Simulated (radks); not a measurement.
Polarisability of the praseodymium ion Pr6+, [Kr] 4d10 4f1 5s2 5p4, at imaginary frequency. Calculated with a radial shooting solver on a logarithmic mesh with Libxc functionals: scalar-relativistic Kohn-Sham, PBE, spin-polarised, spherical densities, finite nucleus; open shells are filled with parallel spins first (spin-orbit coupling, left out, can overturn this in heavy ions); Fermi nuclear charge, rms radius 4.8919 fm. Response by self-consistent Sternheimer equations with the Hartree and adiabatic LDA kernel, the relativistic mass of each level held fixed and spin-orbit coupling left out.

| w (hartree) | alpha1(iw) (bohr^3) |
|---|---|
| 0.00266 | 3.853 |
| 0.0143 | 3.853 |
| 0.0360 | 3.850 |
| 0.0697 | 3.842 |
| 0.118 | 3.821 |
| 0.186 | 3.775 |
| 0.280 | 3.681 |
| 0.413 | 3.502 |
| 0.605 | 3.184 |
| 0.892 | 2.679 |
| 1.35 | 2.002 |
| 2.12 | 1.285 |
| 3.59 | 0.6940 |
| 6.94 | 0.2878 |
| 17.5 | 0.06897 |

Static values: alpha1 = 3.853 bohr^3 (0.5710 angstrom^3; uncoupled 6.578). C6 = 16.41, triple-dipole C9 = 44.77 atomic units. One-pole (London) frequency 4 C6 / (3 alpha1^2) = 1.474 hartree, against 2.962 for minus the highest occupied eigenvalue.
